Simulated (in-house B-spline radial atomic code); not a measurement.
Al²⁺. Computed with a B-spline radial atomic code. Model: non-relativistic spherical atom: semilocal Troullier-Martins pseudo-atom, one channel per l, against all electrons, high spin, G0W0 and RPA with empty states to l = 8, local potential for every l without a channel, a model core (radius 0 = none) keeps its share of the functional.

What the tables leave out is listed at the end.

The pseudopotential gives back the lowest level of each angular momentum of its own functional in the configuration it was made in; a second state of the same l is only approximately right. Exact exchange, RPA and GW see the smooth pseudo-orbitals and miss the exchange with the core, for which the functional's share stands in. The column with an uncorrelated core keeps all orbitals and exact exchange, and so separates missing core correlation from pseudisation. Only the three outermost levels and the lowest empty one were computed. RPA here is direct RPA, with no exchange kernel, and its energies carry an (l + 1/2)⁻⁴ tail. A hybrid on a potential with a model core restores only its own semilocal share of the core's exchange.

Command:
```bash
python run_psgw.py task.json out
```
Settings (lengths in bohr, energies in hartree):
```
Z                      13
electrons              11
configuration          [Ne] 3s1
generated_in           [Ne] 3s2 3p1
functional             lda,vwn
core_shells            2
radius_factor          1.3
core_correction        False
ion_configuration      [He] 2s2 2p6
```

Run time, properties included: 31 s on 1 thread of Arm Neoverse N1, with other jobs on the host.

Given: made with LDA VWN5; model core radius 0 bohr; local radius 1.114 bohr; mean-field start LDA VWN5.

Valence shells of the generating configuration: 2p, 3s, 3p.

Channel: s 2.666, p 0.84 (radii in bohr).

Computed: largest level miss in the spin-unpolarised generating configuration 0.063 eV; valence RPA correlation energy all-electron orbitals -0.37625 hartree; all-electron RPA polarisability, core included 8.8673 bohr³; pseudo-atom RPA polarisability 8.6806 bohr³; ionisation by mean-field all-electron 28.819 eV; ionisation by mean-field pseudo minus all -0.005 eV; ionisation by RPA all-electron 29.06 eV.

| level | occupied | mean-field all-electron (eV) | mean-field pseudo minus all (eV) | G0W0 all-electron (eV) | G0W0 uncorrelated core minus all (eV) | G0W0 pseudo minus all (eV) | exchange self-energy all-electron (eV) | exchange self-energy pseudo (eV) |
| --- | --- | --- | --- | --- | --- | --- | --- | --- |
| 3s up | 1 | -24.542 | 0.072 | -29.219 | -0.045 | -0.47 | -13.607 | -13.385 |
| 3s down (empty) | 0 | -22.65 | 0.044 | -19.057 | -0.037 | -0.357 | -2.3504 | -2.1239 |

(1) What is the ionisation by RPA pseudo minus all?

(2) What is the valence RPA correlation energy pseudo?

Given: mean-field start PBE0.

Computed: valence RPA correlation energy all-electron orbitals -0.35867 hartree; valence RPA correlation energy pseudo -0.44462 hartree; pseudo-atom RPA polarisability 7.3537 bohr³; ionisation by mean-field pseudo minus all 0.171 eV; ionisation by RPA all-electron 28.954 eV; ionisation by RPA pseudo minus all 0.635 eV.

| level | occupied | mean-field all-electron (eV) | mean-field pseudo minus all (eV) | G0W0 all-electron (eV) | G0W0 uncorrelated core minus all (eV) | G0W0 pseudo minus all (eV) | exchange self-energy all-electron (eV) | exchange self-energy pseudo (eV) |
| --- | --- | --- | --- | --- | --- | --- | --- | --- |
| 3s up | 1 | -25.456 | -0.105 | -29.114 | -0.038 | -0.514 | -13.353 | -13.44 |
| 2p down | ? | ? | ? | ? | ? | ? | ? | ? |
| 2p up | 1 | -95.055 | 1.083 | -104.57 | -0.698 | 3.552 | -60.326 | -49.479 |
| 3s down (empty) | 0 | -20.928 | -0.076 | -18.747 | -0.033 | -0.341 | -2.2576 | -2.173 |

(3) What belongs in the row 2p down?

(4) What is the all-electron RPA polarisability, core included?

(5) What is the ionisation by mean-field all-electron?

Given: mean-field start Hartree-Fock.

Computed: valence RPA correlation energy all-electron orbitals -0.32066 hartree; valence RPA correlation energy pseudo -0.4082 hartree; all-electron RPA polarisability, core included 5.6269 bohr³; ionisation by mean-field all-electron 28.04 eV; ionisation by mean-field pseudo minus all 0.934 eV; ionisation by RPA pseudo minus all 0.689 eV.

```json
{"level": "3s up", "occupied": "1", "mean-field all-electron (eV)": "-28.062", "mean-field pseudo minus all (eV)": "-0.972", "G0W0 all-electron (eV)": "-28.925", "G0W0 uncorrelated core minus all (eV)": "-0.026", "G0W0 pseudo minus all (eV)": "-0.671", "exchange self-energy all-electron (eV)": "-12.915", "exchange self-energy pseudo (eV)": "-14.088"}
{"level": "2p down", "occupied": "?", "mean-field all-electron (eV)": "?", "mean-field pseudo minus all (eV)": "?", "G0W0 all-electron (eV)": "?", "G0W0 uncorrelated core minus all (eV)": "?", "G0W0 pseudo minus all (eV)": "?", "exchange self-energy all-electron (eV)": "?", "exchange self-energy pseudo (eV)": "?"}
{"level": "2p up", "occupied": "1", "mean-field all-electron (eV)": "-108.01", "mean-field pseudo minus all (eV)": "5", "G0W0 all-electron (eV)": "-106.06", "G0W0 uncorrelated core minus all (eV)": "-0.679", "G0W0 pseudo minus all (eV)": "3.831", "exchange self-energy all-electron (eV)": "-60.429", "exchange self-energy pseudo (eV)": "-49.178"}
{"level": "3s down (empty)", "occupied": "0", "mean-field all-electron (eV)": "-17.329", "mean-field pseudo minus all (eV)": "-0.402", "G0W0 all-electron (eV)": "-18.523", "G0W0 uncorrelated core minus all (eV)": "-0.016", "G0W0 pseudo minus all (eV)": "-0.197", "exchange self-energy all-electron (eV)": "-1.5384", "exchange self-energy pseudo (eV)": "-1.759"}
```

(6) What belongs in the row 2p down?

(7) What is the ionisation by RPA all-electron?

(8) What is the pseudo-atom RPA polarisability?

Answers

(1) 0.632 eV.

(2) -0.45975 hartree.

(3) occupied: 1; mean-field all-electron (eV): -94.802; mean-field pseudo minus all (eV): 1.175; G0W0 all-electron (eV): -104.31; G0W0 uncorrelated core minus all (eV): -0.691; G0W0 pseudo minus all (eV): 3.727; exchange self-energy all-electron (eV): -60.089; exchange self-energy pseudo (eV): -48.983.

(4) 7.7211 bohr³.

(5) 28.684 eV.

(6) occupied: 1; mean-field all-electron (eV): -107.72; mean-field pseudo minus all (eV): 5.34; G0W0 all-electron (eV): -105.81; G0W0 uncorrelated core minus all (eV): -0.673; G0W0 pseudo minus all (eV): 3.989; exchange self-energy all-electron (eV): -60.182; exchange self-energy pseudo (eV): -48.747.

(7) 28.741 eV.

(8) 4.7465 bohr³.

Among the listed levels the largest G0W0 shift of the pseudo-atom is +3.99 eV, for 2p down on the Hartree-Fock start, while leaving the core uncorrelated moves that level by -0.67 eV. So pseudisation and the lost core exchange, not the missing core correlation, make the error. Not in the tables (levels of low weight, unsolved or above zero; the highest and the empty levels are kept at any weight): on LDA the G0W0 levels 2p down (pseudo minus all +2.96 eV, weights 0.75 and 0.60), 2p up (pseudo minus all +2.88 eV, weights 0.74 and 0.60).
